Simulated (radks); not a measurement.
Results of a calculation; reference values are marked as such.
Question: Species: the chromium ion Cr2+. Configuration: [Ar] 3d4. Level of theory: Dirac Kohn-Sham, PBE, spin-unpolarised, spherical densities, finite nucleus; open shells fill j = l - 1/2 first; Fermi nuclear charge, rms radius 3.6452 fm (a radial shooting solver on a logarithmic mesh with Libxc functionals). Some entries of the table are withheld. Estimate them.

orbital  occ.  eigenvalue (hartree)  <r^2> (bohr^2)  <1/r> (bohr^-1)
1s1/2       2             -216.8589        0.005432            23.88
2s1/2       2             -25.29642          0.1015            5.068
2p1/2       2             -21.59650         0.08199              (1)
2p3/2       4             -21.27872         0.08368              (2)
3s1/2       2              -3.49423          0.9298            1.574
3p1/2       2              -2.46571           1.064              (3)
3p3/2       4              -2.42778           1.084              (4)
3d3/2       4              -0.84068           1.938            1.085
3d5/2       0              -0.83721           1.952            1.081
4s1/2       0              -0.68463             (5)           0.4860
4p1/2       0              -0.49630           11.43           0.4083
4p3/2       0              -0.49291           11.57           0.4056

Answer: 
(1) 2p1/2 <1/r> (bohr^-1): 5.007
(2) 2p3/2 <1/r> (bohr^-1): 4.931
(3) 3p1/2 <1/r> (bohr^-1): 1.448
(4) 3p3/2 <1/r> (bohr^-1): 1.431
(5) 4s1/2 <r^2> (bohr^2): 8.202
